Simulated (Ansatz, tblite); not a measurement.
Adding an electron: NaLi₆⁺. Total charge 1; singlet. Geometry: PBE/def2-TZVP. Ansatz, gas phase; energy differences of separate SCF runs; the reduced species was run as a doublet alone.

```xyz
7

Li    2.4772    1.0894   -0.3726
Li   -2.6436    0.2845   -0.7540
Li   -0.1843    2.1413   -1.7389
Li   -0.2085    0.7933    0.9761
Li    0.1810   -0.7692   -0.9961
Li   -1.5110   -1.9203    1.2238
Na    1.8893   -1.6190    1.6617
```

The xTB rows come from tblite. The structure comes from a short search, and lower isomers may exist.

```
           level  −HOMO (eV)  −LUMO (eV)  vertical EA (eV)  HOMO–LUMO gap (eV)                                     remarks
        GFN1-xTB       13.98       13.50             11.72                0.48                                           –
r2SCAN/def2-TZVP        6.57        5.33              4.01                1.24  restricted SCF unstable in HF (+1 singlet)
  PBE0/def2-TZVP        7.12        4.95              3.93                2.17  restricted SCF unstable in HF (+1 singlet)
```

Problem. Estimate the rows for GFN2-xTB, PBE/def2-TZVP.

Solution. 
```json
{"level": "GFN2-xTB", "−HOMO (eV)": "9.95", "−LUMO (eV)": "9.27", "vertical EA (eV)": "7.29", "HOMO–LUMO gap (eV)": "0.68", "remarks": "–"}
{"level": "PBE/def2-TZVP", "−HOMO (eV)": "6.64", "−LUMO (eV)": "5.51", "vertical EA (eV)": "4.01", "HOMO–LUMO gap (eV)": "1.13", "remarks": "restricted SCF unstable in HF (+1 singlet)"}
```

  Raw xTB energy differences between charge states are shifted by several eV; the methods need an empirical correction for them.
